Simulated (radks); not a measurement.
Initial-state core-level shifts of the xenon ion Xe3+ when its valence configuration changes from [Kr] 4d10 5s2 5p3. Calculated with a radial shooting solver on a logarithmic mesh with Libxc functionals: non-relativistic Kohn-Sham, TPSS, spin-polarised, spherical densities, point nucleus; open shells are filled with parallel spins first (spin-orbit coupling, left out, can overturn this in heavy ions); meta-GGA in the generalised Kohn-Sham scheme; relativity is left out, which matters for an element this heavy. Shifts are changes of the shell-averaged eigenvalues in eV (positive: less bound); the change of the density at the nucleus, which sets a Mossbauer isomer shift, is in e/bohr^3, on a base of 1.113e+05.

| valence | 1s | 2s | 3d | 4s | density at nucleus |
|---|---|---|---|---|---|
| 4d9.5 5s2 5p3.5 | -5.512 | -5.801 | -5.530 | -4.364 | +6.06 |
| 4d10 5s1 5p4 | -1.100 | -1.099 | -1.129 | -1.100 | -35.69 |
| 4d10 5s1.5 5p3.5 | -0.552 | -0.552 | -0.567 | -0.552 | -17.79 |
| 4d10 5p5 | -2.362 | -2.356 | -2.406 | -2.324 | -71.11 |
| 4d10 5s0.5 5p4.5 | -1.758 | -1.754 | -1.792 | -1.734 | -53.29 |
| 4d9.5 5s1 5p4.5 | -6.585 | -6.876 | -6.635 | -5.434 | -30.67 |
| 4d8 5s2 5p5 | -22.225 | -23.449 | -22.261 | -17.225 | +24.91 |
| 4d9 5s2 5p4 | -11.050 | -11.640 | -11.080 | -8.688 | +12.20 |
| 4d9.5 5s1.5 5p4 | -6.049 | -6.340 | -6.083 | -4.900 | -12.30 |
